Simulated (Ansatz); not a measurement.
The C1–Al2 bond of CH5Al (SMILES [CH3][AlH2]) is stretched (multiplicity 1, the rest rigid).
Geometry at rest (charge 0, multiplicity 1):
| atom | x (Å) | y (Å) | z (Å) |
|---|---|---|---|
| C | -1.2351 | -0.0945 | -0.0008 |
| Al | 0.7144 | 0.0494 | -0.0025 |
| H | -1.6801 | 0.5444 | -0.7695 |
| H | -1.5925 | -1.1140 | -0.1561 |
| H | -1.6392 | 0.2555 | 0.9557 |
| H | 1.3987 | 1.4781 | 0.0298 |
| H | 1.6360 | -1.2390 | -0.0221 |

Frozen-core correlation.

Programs: Ansatz (a first-principles code) with Gaussian orbitals. Each number belongs to the level named beside it.

Energies above the point at 1.955 Å (the B3LYP-D3(BJ) bond length), FIC-MRCISD+Q on CASSCF(2,2)/cc-pV(T+d)Z (kcal/mol): 9.27 at 1.759 Å; 4.78 at 2.150 Å; 92.49 at 6.256 Å.

Problem. Take the last value as the depth D of a Morse curve D(1 − e^(−a(R − R₀)))², fit a and R₀ to the two near points, and test it at 2.639 and 3.421 Å.

Solution. 
With D = 92.5, both near points (counted from the curve's value at 1.955 Å) are met by a = 1.36 Å⁻¹ and R₀ = 1.961 Å, so k = 2Da² = 343 kcal/(mol Å²). The curve then gives 33.6 and 68.9 kcal/mol; the level itself gives 34.7 and 74.4, so Morse is off by -1.1 and -5.5.
